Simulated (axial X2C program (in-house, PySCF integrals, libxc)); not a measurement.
# Excited states of NaCs by EOM-EE-CCSD

Calculated with an in-house all-electron X2C program for linear molecules (integrals from PySCF): two-component X2C with atomic mean-field Coulomb and Gaunt terms, Gaussian nuclei, basis Cs dyall-acv3z, Na dyall-acv3z with contracted cores.

R = 3.895 Å (near the PBE0 minimum at charge 0 of the determinant lowest at the starting distance; the state shown can have its own minimum elsewhere).

Hartree–Fock spinors of NaCs (one of each Kramers pair; a window near the gap, which can cut inner shells):

```tsv
ω	occupied	ε (eV)	character
1/2	yes	-19.81	100% Cs p
3/2	yes	-18.02	100% Cs p
1/2	yes	-17.99	99% Cs p
1/2	yes	-3.69	51% Na s, 33% Cs s, 9% Cs p
1/2	no	-0.14	51% Cs p, 30% Cs s, 12% Na p
1/2	no	0.09	93% Cs p, 4% Na p, 2% Cs d
3/2	no	0.09	94% Cs p, 4% Na p, 2% Cs d
1/2	no	0.13	58% Cs p, 29% Cs s, 11% Na p
1/2	no	0.18	57% Cs s, 36% Cs p, 5% Na p
1/2	no	0.36	52% Cs p, 48% Na p
```

Vertical excitation energies from the closed-shell determinant state of NaCs:

```tsv
Ω	excitation (eV)	cm⁻¹	hole of the leading pair	particle of the leading pair	weight of the pair (for Ω = 0 its time-reversed partner can hold as much again)	singles weight
0⁻	0.800	6451	51% Na sσ, 33% Cs sσ, 9% Cs pσ	32% Cs sσ, 25% Na pσ, 20% Cs pσ	0.49	0.97
1	0.800	6451	51% Na sσ, 33% Cs sσ, 9% Cs pσ	32% Cs sσ, 25% Na pσ, 20% Cs pσ	0.97	0.97
0⁺	1.296	10452	51% Na sσ, 33% Cs sσ, 9% Cs pσ	52% Na pπ, 34% Cs pπ, 8% Cs dπ	0.48	0.96
0⁻	1.298	10465	51% Na sσ, 33% Cs sσ, 9% Cs pσ	53% Na pπ, 35% Cs pπ, 8% Cs dπ	0.48	0.97
1	1.311	10571	51% Na sσ, 33% Cs sσ, 9% Cs pσ	52% Na pπ, 35% Cs pπ, 8% Cs dπ	0.50	0.97
2	1.324	10681	51% Na sσ, 33% Cs sσ, 9% Cs pσ	54% Na pπ, 33% Cs pπ, 8% Cs dπ	0.97	0.97
0⁺	1.477	11913	51% Na sσ, 33% Cs sσ, 9% Cs pσ	45% Cs pσ, 28% Cs sσ, 16% Na pσ	0.42	0.85
1	1.967	15869	51% Na sσ, 33% Cs sσ, 9% Cs pσ	37% Na pσ, 19% Cs pσ, 16% Na sσ	0.87	0.95
0⁻	1.975	15930	51% Na sσ, 33% Cs sσ, 9% Cs pσ	40% Na pσ, 20% Cs pσ, 18% Na sσ	0.48	0.96
1	2.012	16229	51% Na sσ, 33% Cs sσ, 9% Cs pσ	53% Cs pπ, 12% Na pσ, 7% Na pπ	0.52	0.88
```

This point took 2 min on 1 thread of Arm Neoverse N1, with other jobs on the host.

Reference electrons by ω block (each with its −ω partner): 1/2: 22, 3/2: 9, 5/2: 2. 18 electrons of NaCs correlated (inner shells frozen), 84 natural virtual spinors (a truncated set); levels can be off by some tenths of an eV. Roots sought by Ω: (0: 5, 1: 4, 2: 3, 3: 1); the list ends where they run out and leaves out roots under 60 % singles weight. The solver can skip a root, and states that need a further excitation, which the method places far too high, are missing though they may lie low or lowest. T1 of the reference 0.011 (Lee–Taylor). Number of frozen shells: Cs 4 s, 3 p, 2 d; Na 1 s.
